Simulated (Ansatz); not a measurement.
Frontier orbitals of Cl2HNbOS (`[OH][Nb](=[S])([Cl])[Cl]`).

The species carries charge 0 and has multiplicity 1. Correlated methods include outer-core shells of Nb, which these sets cover unevenly. Nb: def2 effective core potential. The geometry is a stationary point of PBE0-D4/def2-TZVP. It is one conformer, not always the lowest. Basis def2-TZVPP, Ansatz.

```
functional  HOMO (eV)  LUMO (eV)  gap (eV)
       PBE      -7.01      -3.55      3.46
    r2SCAN      -7.32      -3.52      3.80
      PBE0      -8.20      -2.86      5.34
   ωB97M-V     -10.26      -0.80      9.46
        HF     -10.73       0.59     11.32
```

From PBE to PBE0 the HOMO moves by −1.19 eV and the LUMO by +0.70 eV, and with ωB97M-V by −3.25 and +2.75 eV, so the gap grows from 3.46 to 9.46 eV with exact exchange.
